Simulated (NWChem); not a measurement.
C$_{3}$H$_{3}$ClF$_{2}$; SMILES [C@H]1(CC1(F)F)Cl

```xyz
9

F     -0.2252     1.9978     0.7176
C      0.0494     0.9074    -0.0345
F      1.3502     0.8871    -0.3780
C     -0.9708     0.4035    -0.9994
C     -0.6532    -0.3737     0.2891
Cl     0.2068    -1.9088     0.2079
H     -1.9484     0.9067    -1.0607
H     -0.5842    -0.0241    -1.9374
H     -1.4019    -0.3416     1.0968
```
Atoms are numbered in this order, from 1.

Program: NWChem. Pople sets run with spherical d functions. Structure relaxed at the PBE-D3(BJ)/def2-SVP level. Vzz is the largest principal value of the second derivative of the potential at the nucleus (NWChem prints the opposite sign); η is the asymmetry. Non-relativistic.

Predict the results for CAM-B3LYP/6-31G*. Quantities: Vzz Cl6 (a.u.); η Cl6.


```yaml
Vzz Cl6 (a.u.): 3.905
"η Cl6": 0.01
```
